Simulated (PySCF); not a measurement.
Computed shifts of a molecule C2H6N2Si, HF/pcSseg-1 in PySCF, GIAO, gas phase, atoms alike by connectivity averaged where their shifts nearly agree, in ppm (number of nuclei): ¹³C: 105.4 (1), 93.6 (1). ²⁹Si: -50.6 (1). ¹⁵N: 21.2 (1), 17.1 (1). ¹H: 4.54 (1), 2.84 (1), 1.18 (1), 1.06 (1), 1.02 (1), 0.97 (1). References: ¹³C against TMS (σ = 192.6 ppm); ²⁹Si against TMS (σ = 393.8 ppm); ¹⁵N against NH3 (σ = 267.3 ppm); ¹H against TMS (σ = 31.99 ppm), references at their B3LYP-D3(BJ)/def2-TZVP geometries, non-relativistic. The structure is a stationary point at r2SCAN-D4/def2-SVP. One conformer was computed; it need not be the lowest.

### Question
Pick the molecule that these values belong to.
A. N[Si@H]1C=NC1
B. C#C[SiH](N)N
C. N#CC[SiH2]N

### Answer
B, C#C[SiH](N)N
